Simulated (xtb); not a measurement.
Si(H)(I)2(OH) (H₂I₂OSi), SMILES O[SiH](I)I. All values are semi-empirical tight-binding results from xtb (GFN2-xTB unless named), good for trends rather than for accurate numbers. The structure is a stationary point at GFN2-xTB. The structure was generated by enumeration, and PubChem lists no compound with its InChIKey, so it may never have been made. One conformer was computed; it need not be the lowest.

```yaml
point_group_as_xtb_finds_it: Cs
orbital_gap: 5.41 eV
zero_point_energy: 15.1 kcal/mol
G − E(el) at 298.15 K (modified RRHO): -6.2 kcal/mol
static polarisability (D4 model): 98.5 bohr³
solvation energy, GFN2-xTB/ALPB(water): -6.9 kcal/mol
solvation energy, GFN2-xTB/ALPB(dmf): -13.0 kcal/mol
```
